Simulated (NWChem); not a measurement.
System: 1,3-disilacyclobutane (C$_{2}$H$_{8}$Si$_{2}$); SMILES C1[SiH2]C[SiH2]1

NWChem input:

```
start job
memory heap 200 mb stack 900 mb global 1100 mb
geometry units angstroms noautoz
  C      1.370712     0.000000     0.105396
  Si    -0.000000     1.327717    -0.036189
  C     -1.370713     0.000000     0.105395
  Si    -0.000000    -1.327716    -0.036195
  H      1.872189    -0.000004     1.079772
  H      2.139117     0.000004    -0.672662
  H     -0.000000     2.364226     1.036303
  H      0.000000     2.017734    -1.357300
  H     -1.872189    -0.000004     1.079772
  H     -2.139118     0.000004    -0.672662
  H     -0.000000    -2.364223     1.036299
  H      0.000000    -2.017737    -1.357304
end
basis spherical
  * library def2-tzvp
end
dft
  xc xpbe96 cpbe96
  iterations 150
  semidirect filesize 400000000
  mulliken
end
task dft energy
```

Structure relaxed at the B3LYP/6-31G* (spherical d) level.

Question: What results follow from this input? (PBE/def2-TZVP.) Quantities: energy (Ha); highest occupied level (eV); orbital gap (eV); dipole (D).

Answer: 
- energy (Ha) = -659.64
- highest occupied level (eV) = -6.52
- orbital gap (eV) = 5.67
- dipole (D) = 0.23
